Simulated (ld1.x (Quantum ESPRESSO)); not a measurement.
# Scattering properties, TM potential for Cu (Z = 29)

* Element: copper (Cu)
* Generator: ld1.x (Quantum ESPRESSO) 7.5
* Type: norm-conserving Troullier–Martins (Kleinman–Bylander form)
* Functional: PBE
* Relativity: scalar-relativistic
* Frozen core: [Ar]
* Valence charge: 11
* Reference configuration: 3d10 4s1 4p0
* Partial waves: 4s (bound): rc 1.90 bohr; 4p (bound, empty): rc 2.75 bohr; 3d (bound): rc 1.50 bohr
* Local potential: all-electron potential smoothed inside 1.90 bohr (lloc = -1)
* Core correction: a·sin(br)/r model core inside 1.30 bohr

The phase is arctan(r·u′/u) with u = r·R(r), unwrapped; energies in Ry, scanned from -2 to 5 Ry. A pole is an energy at which the radial function vanishes at the test radius. The pseudo phase is shifted by a multiple of π to meet the all-electron one at the reference energy, and phase errors are pseudo minus all-electron; the curves can meet again beyond the range given. Levels narrower than the energy grid can be missing from the lists of poles.

```csv
channel,radius (bohr),reference energy (Ry),"poles, all-electron","poles, pseudo",unbroken range about the reference energy with phases within 0.05 rad,phase error 1 Ry above the reference energy (rad)
s,3.01,-0.34,0.55,"0.53, 2.95",below 1.5,-0.007
p,3.01,-0.05,1.41,"1.35, 4.84",below 2.2,-0.008
d,3.01,-0.37,"-0.32, 3.01","-0.32, 3.20",below 0.9,+0.017
```

Phases in the p channel:

```tsv
E (Ry)	all-electron	pseudo
-2.00	1.318	1.318
-1.52	1.275	1.274
-1.04	1.199	1.198
-0.56	1.032	1.031
-0.08	0.413	0.413
0.40	-1.008	-1.012
0.88	-1.417	-1.425
1.36	-1.560	-1.573
1.84	-1.648	-1.674
2.32	-1.730	-1.794
2.80	-1.840	-2.083
3.28	-2.072	-3.689
3.76	-2.933	-4.453
4.24	-4.122	-4.616
4.72	-4.436	-4.696
```
